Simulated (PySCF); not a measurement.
Dipole moment and polarisability of `[SiH3]O[SiH](O[SiH3])O[SiH3]`

Compound: H10O3Si4.
Numbering: `[SiH3:1][O:2][SiH:3]([O:4][SiH3:5])[O:6][SiH3:7]` (hydrogens: H8, H9, H10 on Si1; H11 on Si3; H12, H13, H14 on Si5; H15, H16, H17 on Si7)

Structure used (PBE0-D3(BJ)/def2-SVP), in Å, numbered top down from 1:
```xyz
17
H10O3Si4 angstrom
Si    -1.674   -1.932    0.827
O     -0.875   -1.463   -0.551
Si     0.057   -0.299   -1.244
O      1.589   -0.388   -0.653
Si     2.553   -0.175    0.682
O     -0.577    1.180   -0.906
Si    -0.911    2.287    0.286
H     -0.703   -2.118    1.947
H     -2.668   -0.888    1.221
H     -2.376   -3.215    0.552
H      0.088   -0.504   -2.699
H      2.370    1.206    1.224
H      3.972   -0.370    0.277
H      2.191   -1.161    1.743
H     -2.316    2.761    0.132
H     -0.749    1.651    1.630
H      0.024    3.442    0.174
```

Level: B3LYP/def2-SVPD (PySCF), static field, nuclei fixed, core orbitals frozen in the response. The polarisability tensor in these axes (au):

```
x   114.98   0.78  -0.01
y     0.78 113.49  -0.94
z    -0.01  -0.94 103.13
```

**Question.** Diagonalise the tensor; give its mean and Δα, where Δα² is half the sum of the squared differences of the eigenvalues.

**Answer.** Principal values 103.04, 113.22 and 115.33 au; mean 110.53 au = 16.38 Å³ = 18.22 × 10⁻⁴⁰ C²·m²/J; Δα = 11.38 au (10 % of the mean).

**Question.** What is the dipole moment, and where does it point?

**Answer.** (-0.03, 0.23, 0.93) D, 0.96 D in size, pointing from the negative to the positive side. Measured along this direction, the outermost atoms are H11 at the negative end and H16 at the positive end.

**Question.** Rayleigh depolarisation ratio (linearly polarised light, static tensor)?

**Answer.** ρ = 3Δα²/(45ᾱ² + 4Δα²) = 388.5/(549778 + 518.0) = 0.000706.

**Question.** Find the Langevin capture rate constant for NO+ (29.998 u) meeting this molecule (169.971 u), k = 2.342 × 10⁻⁹ cm³/s × √(α in Å³ / reduced mass in u).

**Answer.** The reduced mass is 25.50 u, so k = 1.88 × 10⁻⁹ cm³/s. The formula leaves out the permanent dipole, which adds to the capture rate.

**Question.** Estimate the molar refractivity from the static electronic polarisability.

**Answer.** Lorentz–Lorenz: R = (4π/3)N_A α = 2.5225 cm³/(mol·Å³) × 16.38 Å³ = 41.3 cm³/mol, in the limit of long wavelengths.

**Question.** Refractivity n − 1 of an ideal gas of it at 400 K and 1 atm, from the electronic α?

**Answer.** N = p/kT = 1.8347 × 10¹⁹ cm⁻³, so n − 1 = 2π × N × 16.38 × 10⁻²⁴ cm³ = 1888 × 10⁻⁶ at long wavelengths, for an ideal gas.

**Question.** Traceless (Buckingham) quadrupole moment about the centre of nuclear charge: eigenvalues?

**Answer.** -0.52, -0.16, 0.68 D·Å. The values depend on the origin, since the dipole doesn't vanish. The electronic extent ⟨r²⟩ about the same centre is 1899 bohr², a root-mean-square distance of 2.43 Å for the 90 electrons.

Geometry: PBE0-D3(BJ)/def2-SVP, one conformer, isolated molecule.
